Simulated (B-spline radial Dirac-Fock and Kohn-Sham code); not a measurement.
f′ and f″ of Re, 597.8 eV to 6 keV

Calculated with a B-spline atomic structure program, using the dispersion relation over Dirac-Hartree-Slater subshell photoionisation cross sections, with the Kissel-Pratt high-energy constant (isolated atom, no bound-bound lines or fine structure). The forward scattering factor is f₀ + f′ + i f″.

Edges near this range: M1 2932.0 eV, M2 2682.0 eV, M3 2367.0 eV, M4 1949.0 eV, M5 1883.0 eV, N1 625.4 eV, N2 518.7 eV, N3 446.8 eV.

| hν (eV) | λ (Å) | f′ (e) | f″ (e) | tabulated f′ | tabulated f″ |
| --- | --- | --- | --- | --- | --- |
| 597.8 | 20.74 | -34.795 | 24.216 | – | 21.67 |
| 634.9 | 19.53 | -33.596 | 23.994 | – | 21.57 |
| 641.6 | 19.32 | ? | ? | ? | ? |
| 941.1 | 13.17 | -27.167 | 17.992 | – | 17.14 |
| 1000 | 12.40 | -26.700 | 17.055 | -26.76 | 16.30 |
| 1092 | 11.35 | -26.256 | 15.728 | -26.55 | 14.71 |
| 1165 | 10.64 | -26.116 | 14.782 | -26.38 | 13.54 |
| 1208 | 10.26 | -26.115 | 14.265 | -26.28 | 12.93 |
| 1253.6 | 9.890 | -26.176 | 13.746 | -26.31 | 12.35 |
| 1486.9 | 8.338 | -27.575 | 11.498 | -27.80 | 10.09 |
| 1689 | 7.341 | -31.052 | 9.988 | -31.55 | 8.79 |
| 2000 | 6.199 | -40.643 | 33.892 | -37.86 | 34.60 |
| 2065 | 6.004 | -32.211 | 33.816 | -32.72 | 33.15 |
| 2984.4 | 4.154 | -11.226 | 26.115 | -11.29 | 25.75 |
| 3853 | 3.218 | -5.543 | 18.357 | -5.62 | 17.86 |
| 4000 | 3.100 | -5.165 | 17.400 | -5.19 | 16.85 |
| 4213 | 2.943 | -4.745 | 16.145 | -4.78 | 15.55 |
| 4510.9 | 2.749 | -4.348 | 14.613 | -4.40 | 14.02 |
| 5414.7 | 2.290 | -3.927 | 11.136 | -3.94 | 10.60 |
| 5730 | 2.164 | -3.939 | 10.223 | -3.95 | 9.70 |
| 6000 | 2.066 | -3.989 | 9.530 | -4.01 | 9.04 |

Question: What are f′ and f″ at 641.6 eV?

Answer: f′ = -33.288 and f″ = 23.831 electrons (tables: – and 21.53). By the optical theorem f″ corresponds to a photoabsorption cross section 2 rₑ λ f″ = 2.60e+06 b.

Tabulated f′: xraylib 4.2 anomalous scattering factors (Cullen et al., EPDL97); f″: Chantler's tables (J. Phys. Chem. Ref. Data 1995 and 2000). Both are theoretical tables.
